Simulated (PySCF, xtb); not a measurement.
Si(H)2(PH2)2 (H₆P₂Si), SMILES P[SiH2]P.

Geometry optimised at PBE0-D3(BJ)/def2-SVP. The values are those of a single conformer.

Level of theory: IEF-PCM-M06-2X/def2-SVP (PySCF 2.14.0).

The values are the electrostatic part of the solvation free energy, E(continuum) − E(gas) at the gas-phase geometry, in a cavity of scaled van der Waals radii (PySCF's table); cavitation and dispersion terms are not included. In vacuum the orbital gap is 8.82 eV. The dipole moment in vacuum is 0.89 D.

Computed values in water (ε = 78.36), N,N-dimethylformamide (ε = 37.22), acetonitrile (ε = 35.69):
```tsv
solvent	ε	ΔG(elec) (kcal/mol)	dipole (D)	gap (eV)
water	78.36	-2.2	1.36	8.89
N,N-dimethylformamide	37.22	-2.1	1.34	8.89
acetonitrile	35.69	-2.1	1.34	8.89
```

For comparison, GFN2-xTB/ALPB(water) (xtb, at the GFN2-xTB geometry, all terms of that model) gives 0.9 kcal/mol.
